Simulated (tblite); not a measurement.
C5H10OSeSi2.
Atom-mapped SMILES: `[CH:1]#[C:2][Si@@H:3]1[CH2:4][Si@@H:5]([O:6][CH3:7])[CH2:8][Se:9]1` (hydrogens: H10 on C1; H11 on Si3; H12, H13 on C4; H14 on Si5; H15, H16, H17 on C7; H18, H19 on C8)

Computed with GFN2-xTB (tblite), gas phase: L-BFGS steps from a force-field or distance-geometry start until the largest atomic force falls under 0.01 eV/Å.

Step 36: E = -720.5304 eV
```
atom  x, y, z in Å  |  force x, y, z in eV/Å
C1      3.6411    1.5245    1.2289    0.010  -0.002   0.006
C2      3.0569    0.8442    0.4279    0.020  -0.004  -0.017
Si3     2.1235   -0.1259   -0.8433   -0.001   0.009  -0.001
C4      0.3857    0.6488   -0.9637   -0.017  -0.001   0.002
Si5    -0.7812   -0.4483    0.0571    0.004   0.019   0.021
O6     -2.3356   -0.3875   -0.4033    0.001   0.011   0.018
C7     -3.1812    0.7139   -0.2706   -0.016  -0.028  -0.009
C8     -0.2216   -2.2032   -0.3864   -0.037   0.009   0.003
Se9     1.7317   -2.2846   -0.1717    0.045   0.054  -0.015
H10     4.1551    2.1176    1.9303    0.003  -0.027   0.015
H11     2.8606   -0.1162   -2.1112    0.016  -0.004  -0.015
H12     0.0612    0.6638   -2.0039    0.019   0.010  -0.008
H13     0.4133    1.6822   -0.6269    0.004  -0.011   0.004
H14    -0.6036   -0.1791    1.4899   -0.020   0.007  -0.003
H15    -2.7226    1.6159   -0.6816   -0.005  -0.034  -0.007
H16    -3.4150    0.8940    0.7812    0.022  -0.024  -0.013
H17    -4.1010    0.4935   -0.8115   -0.021   0.023  -0.002
H18    -0.6283   -2.9728    0.2638   -0.020   0.012   0.018
H19    -0.4488   -2.4716   -1.4172   -0.006  -0.021   0.002
```

Step 37: E = -720.5310 eV
```
atom  x, y, z in Å  |  force x, y, z in eV/Å
C1      3.6428    1.5218    1.2290    0.016   0.009   0.019
C2      3.0594    0.8428    0.4268    0.011  -0.010  -0.020
Si3     2.1236   -0.1249   -0.8430   -0.023   0.006  -0.022
C4      0.3856    0.6505   -0.9638   -0.018   0.000   0.007
Si5    -0.7810   -0.4474    0.0586    0.010   0.046   0.009
O6     -2.3349   -0.3902   -0.4042   -0.002   0.016   0.019
C7     -3.1811    0.7109   -0.2714   -0.014  -0.035  -0.010
C8     -0.2219   -2.2021   -0.3857   -0.049   0.019   0.008
Se9     1.7306   -2.2833   -0.1748    0.058   0.038  -0.004
H10     4.1554    2.1140    1.9317    0.013  -0.019   0.023
H11     2.8591   -0.1139   -2.1111    0.023  -0.005  -0.024
H12     0.0606    0.6652   -2.0046    0.026   0.011   0.014
H13     0.4157    1.6844   -0.6271   -0.005  -0.028  -0.002
H14    -0.6058   -0.1728    1.4915   -0.019  -0.002  -0.017
H15    -2.7226    1.6122   -0.6837   -0.005  -0.027  -0.003
H16    -3.4130    0.8906    0.7809    0.017  -0.018  -0.020
H17    -4.1014    0.4909   -0.8120   -0.016   0.019   0.005
H18    -0.6303   -2.9689    0.2670   -0.009   0.004   0.008
H19    -0.4505   -2.4705   -1.4163   -0.012  -0.024   0.011
```

**Question.** Estimate the geometry and energy of step 38. (The exact step hangs on the optimiser's Hessian estimate; all steps are aligned on step 37, rigid shifts and turns removed.)

**Answer.** E = -720.5318 eV, largest force 0.062 eV/Å
```
atom  x, y, z in Å  |  force x, y, z in eV/Å
C1      3.6457    1.5183    1.2293    0.015   0.013   0.026
C2      3.0640    0.8410    0.4246    0.001  -0.011  -0.016
Si3     2.1237   -0.1235   -0.8432   -0.033   0.008  -0.045
C4      0.3854    0.6528   -0.9636   -0.006   0.002   0.008
Si5    -0.7801   -0.4452    0.0611    0.008   0.061  -0.011
O6     -2.3338   -0.3931   -0.4029   -0.010   0.009   0.011
C7     -3.1822    0.7064   -0.2727   -0.007  -0.031  -0.010
C8     -0.2234   -2.2001   -0.3848   -0.041   0.026   0.014
Se9     1.7301   -2.2814   -0.1798    0.051   0.014   0.009
H10     4.1559    2.1089    1.9345    0.024  -0.012   0.029
H11     2.8587   -0.1112   -2.1114    0.024  -0.005  -0.031
H12     0.0603    0.6673   -2.0048    0.028   0.011   0.031
H13     0.4196    1.6870   -0.6275   -0.018  -0.036  -0.005
H14    -0.6080   -0.1651    1.4936   -0.014  -0.010  -0.024
H15    -2.7241    1.6066   -0.6871   -0.004  -0.013  -0.002
H16    -3.4122    0.8871    0.7797    0.004  -0.010  -0.020
H17    -4.1026    0.4863   -0.8133   -0.010   0.008   0.014
H18    -0.6329   -2.9635    0.2712    0.005  -0.004  -0.003
H19    -0.4538   -2.4695   -1.4149   -0.018  -0.022   0.023
```

The energy changes by -0.0007 eV. The first-order estimate −F·Δx gives -0.0010 eV and the mean of the old and new forces, exact on a quadratic surface, -0.0007 eV. The step makes an angle of 71° with the force vector and moves no atom by more than 0.008 Å.

What follows is the cost of the whole relaxation. Time: 1.6 s of wall time. Hardware: one thread, Arm Neoverse N1 (aarch64), no GPU, shared host with 64 logical CPUs at a one-minute load of 48.
